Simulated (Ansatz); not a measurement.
`B[SiH2]C(N)O` and `NC(O)BF` differ in one atom or group.

Ansatz, PBE0-D4/def2-TZVP geometries, multiplicity 1. Each molecule was computed in one conformer, which needn't be the lowest.

| property | `B[SiH2]C(N)O` |
| --- | --- |
| LUMO energy (B3LYP/def2-TZVPP) / eV | -2.69 |
| HOMO energy (ωB97M-V/def2-TZVPP) / eV | -9.22 |
| HOMO–LUMO gap (PBE/def2-TZVPP) / eV | 1.96 |
| size of the dipole moment (ωB97M-V/def2-TZVPP) / D | 2.44 |
| LUMO energy (PBE/def2-TZVPP) / eV | -3.47 |
| size of the dipole moment (PBE/def2-TZVPP) / D | 2.23 |

Give the same properties after the change, and the shifts. (Estimate.)

The calculation gave: 
```
                                          property  `NC(O)BF`  shift
               LUMO energy (B3LYP/def2-TZVPP) / eV      -0.89   1.80
             HOMO energy (ωB97M-V/def2-TZVPP) / eV      -9.62  -0.40
               HOMO–LUMO gap (PBE/def2-TZVPP) / eV       4.27   2.31
size of the dipole moment (ωB97M-V/def2-TZVPP) / D       1.74  -0.70
                 LUMO energy (PBE/def2-TZVPP) / eV      -1.61   1.86
    size of the dipole moment (PBE/def2-TZVPP) / D       1.94  -0.29
```

With PBE0 the HOMO falls by 0.42 eV and the LUMO rises by 1.87 eV, so the gap widens by about 2.29 eV. PBE moves the HOMO by -0.44 eV and ωB97M-V by -0.40 eV. Dipoles are sizes alone; their direction can turn.

B3LYP here is the variant with VWN-RPA as its local correlation; programs differ in this.
